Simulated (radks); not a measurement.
All-electron atom: Ca9+ in [Ne] 3s1.

Calculated with a radial shooting solver on a logarithmic mesh with Libxc functionals: scalar-relativistic Kohn-Sham, PBEsol, spin-polarised, spherical densities, finite nucleus; open shells are filled with parallel spins first; Fermi nuclear charge, rms radius 3.4776 fm.

Energy parts (eV):
part                      energy
total                 -17698.585
kinetic                17827.989
electron-nucleus      -39776.561
Hartree                 5064.151
exchange-correlation    -814.165

Orbitals (lengths in bohr, moments of r in powers of bohr):
| orbital | occ. | eigenvalue (eV) | <r> |
|---|---|---|---|
| 1s up | 1 | -4150.394 | 0.07687 |
| 1s down | 1 | -4149.847 | 0.07687 |
| 2s up | 1 | -606.1383 | 0.3606 |
| 2s down | 1 | -605.3833 | 0.3602 |
| 2p up | 3 | -528.5499 | 0.3227 |
| 2p down | 3 | -527.8411 | 0.3223 |
| 3s up | 1 | -202.1781 | 0.9758 |
| 3s down | 0 | -196.8058 | 0.9710 |

The highest occupied level is 3s up at -202.18 eV. Spin moment in Bohr magnetons: 1.
